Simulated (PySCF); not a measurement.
B2H4O. Atoms are numbered in the order given.

```xyz
7

O      0.0000     0.0000     0.0000
B      0.0000     0.0000    -1.3342
H     -0.7412     0.7412    -1.9043
H      0.7412    -0.7412    -1.9043
B      0.0000     0.0000     1.3342
H     -0.7412    -0.7412     1.9043
H      0.7412     0.7412     1.9043
```
Charge 0, spin multiplicity 1.

Coordinates come from a B3LYP-D3(BJ)/def2-TZVP optimisation.

Computed with B3LYP-D3(BJ)/def2-TZVP run with PySCF.

No scaling factor is applied to the harmonic values.

Modes within 1.5 cm⁻¹ of each other (mostly degenerate sets) share a row, with their intensities summed.

| mode | ν (cm⁻¹) | IR (km/mol) | Raman (Å⁴/amu) | depolarisation | moving atoms (share of kinetic energy) |
|---|---|---|---|---|---|
| 1–2 | 131 | 2.8 | 0.6 | 0.75 | O 53 %, H 26 %, B 21 % |
| 3 | 454 | 0.0 | 10.4 | 0.75 | H 100 % |
| 4 | 965 | 0.0 | 13.5 | 0.29 | B 63 %, H 37 % |
| 5–6 | 1005 | 104.4 | 0.9 | 0.75 | H 74 %, B 19 % |
| 7–8 | 1045 | 82.8 | 0.4 | 0.75 | H 73 %, B 26 % |
| 9 | 1248 | 56.0 | 0.0 | – | H 93 % |
| 10 | 1314 | 0.0 | 8.3 | 0.75 | H 68 %, B 32 % |
| 11 | 1583 | 569.3 | 2.9 | 0.75 | O 59 %, B 40 % |
| 12 | 2561 | 252.4 | 52.6 | 0.75 | H 96 % |
| 13 | 2581 | 0.0 | 284.2 | 0.00 | H 95 % |
| 14–15 | 2660 | 318.7 | 143.8 | 0.75 | H 88 %, B 12 % |
